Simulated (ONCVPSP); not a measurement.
## molybdenum: one change to an ONCV potential, before and after

* Element: Mo (Z = 42)
* Generator: ONCVPSP 4.0.1
* Type: optimised norm-conserving Vanderbilt (ONCV)
* Functional: PBE
* Relativity: fully relativistic
* Frozen core: [Ar] 3d10
* Valence charge: 14
* Reference configuration: 4s2 4p6 4d3 (charge +3)
* Partial waves: 4s: rc 1.05 bohr, ncon 4, nbas 7, qcut 5.8 1/bohr, 2 projectors, debl 3.7 Ha; 4p: rc 1.20 bohr, ncon 3, nbas 7, qcut 7.7 1/bohr, 2 projectors, debl 0.9 Ha; 4d: rc 1.70 bohr, ncon 3, nbas 6, qcut 5.8 1/bohr, 2 projectors, debl 3.8 Ha
* Local potential: polynomial inside 0.80 bohr (lpopt 5, dvloc0 -1 Ha)
* Core correction: Teter function, fcfact 4.25, rcfact 1.1

Open shells are filled in proportion to 2j + 1.

In the p channel the program set the typed energies aside and used -2.542, 0.250 Ha (j = l + 1/2; the other j can differ).

Change: s: rc 0.86.

Cutoffs: the cutoffs (Ha) at which the residual kinetic energy of the hardest occupied pseudo-wave falls to 1 and 0.1 mHa per electron; they do not see the model core or the augmentation charge, which bear on the density cutoff. Errors are all-electron minus pseudo energies relative to the spin-unpolarised reference configuration.

Q: How do hardness, ghosts and transferability respond?

A: The potential gets harder (87 Ha and 108 Ha → 165 Ha and 237 Ha); both files keep a bound ghost (s); the errors of the 4 common tests hardly move. A smaller radius makes the pseudo-wave follow the all-electron one further in, where it bends more sharply, so more plane waves are needed.

```tsv
quantity	base	changed
cutoff, loose	87 Ha	165 Ha
cutoff, tight	108 Ha	237 Ha
loose cutoff by channel	s 87 Ha, p 27 Ha, d 17 Ha	s 165 Ha, p 27 Ha, d 17 Ha
bound ghosts	s	s
GHOST(+) flags under 300 eV	d5/2 at 25.0 eV, d3/2 at 109.5 eV, p3/2 at 217.2 eV, p1/2 at 227.4 eV	d5/2 at 25.0 eV, d3/2 at 109.5 eV, p3/2 at 217.2 eV, p1/2 at 227.4 eV
error for 4s2 4p6 4d5 5s1, meV [ΔE -49.09 eV]	+9.5	+9.3
error for 4s2 4p6 4d5, meV [ΔE -42.20 eV]	+13	+13
error for 4s2 4p6 4d4, meV [ΔE -26.74 eV]	+6.5	+6.4
error for 4s1 4p6 4d5 5s1, meV [ΔE 21.09 eV]	-48	-54
p3/2: phases at 1.22 bohr within 0.05 rad from the reference energy up to (Ha; the scan ends near 5)	to the end of the scan	to the end of the scan
p1/2: phases at 1.22 bohr within 0.05 rad from the reference energy up to (Ha; the scan ends near 5)	to the end of the scan	to the end of the scan
d5/2: phases at 1.73 bohr within 0.05 rad from the reference energy up to (Ha; the scan ends near 5)	to the end of the scan	to the end of the scan
d3/2: phases at 1.73 bohr within 0.05 rad from the reference energy up to (Ha; the scan ends near 5)	to the end of the scan	to the end of the scan
rms error of d²Exc/dni dnj with the model core, mHa	7.91	7.79
```

 A true bound ghost makes a file unfit for plane-wave use even where its test errors are small: the radial tests pick states by their node count and pass the ghost by.
